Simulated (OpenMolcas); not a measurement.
Cr2+ with its 6 nearest oxide ions at 2.154 Å, on the Mg site of MgO (a = 4.2112 Å, distance in the model lattice 2.106 Å). The rest of the host is ab initio model potentials to 7.6 Å, with orthogonalisation functions on the cations behind the ligands, and point charges beyond; the distance is set by hand and nothing relaxes. Ligand basis ANO-RCC-VDZP.
```
Cr    0.0000    0.0000    0.0000
O     2.1540    0.0000    0.0000
O     0.0000    2.1540    0.0000
O    -2.1540    0.0000    0.0000
O     0.0000   -2.1540    0.0000
O     0.0000    0.0000    2.1540
O     0.0000    0.0000   -2.1540
```

```
Program             : OpenMolcas
Method              : CASSCF
Basis               : ANO-RCC-VTZP [6s5p3d2f1g]
Scalar Hamiltonian  : DKH2, point nucleus
Active space        : 4 electrons in 5 orbitals (3d)
State averaging     : 2S+1 = 5 even, 5 roots; 2S+1 = 3 even, 45 roots; 2S+1 = 1 even, 50 roots
Spin-orbit coupling : RASSI with atomic mean-field integrals over the reference wave functions
```

What is the spin-free ground state (labels of O, the rotations of Oh)?

5E, 2-fold in its orbital part; it has the highest spin that d4 allows.

Where is the first state of the same spin?

5T2 at 11900 cm-1 above the ground state.

What are the lowest two levels with spin-orbit coupling?

A 1-fold level A1, then a 3-fold level T1 5.3 cm-1 above it. Their leading multiplicities are 5 (100 %) and 5 (100 %).

What is χT at 300 K, and how does it compare with the textbook value?

The lowest level has 2S+1 = 5, for which the spin-only value is χT = S(S+1) / 2 = 3.000 cm3 K/mol (g = 2). The computed 2.973 at 300 K differs by -0.027, through a little spin-orbit mixing out of the ground term, against the free-electron g of 2.0023, which raises it.

An orbital doublet at a regular site is open to a Jahn-Teller distortion, which this geometry leaves out. Without dynamic correlation the repulsion within the d shell is too large (B by tens of per cent), so at a given field states of lower spin stand too high. Ligand-to-metal charge-transfer states are missing. With no ligand orbital active B as a rule stays too high, so bands that hang on it stand too high and its fall with covalency is understated. With metal d orbitals alone and no dynamic correlation 10Dq can be off by a tenth to a fifth, either way, in oxide and fluoride hosts. No measured value stands beside these numbers; the geometry was set by hand and not optimised.
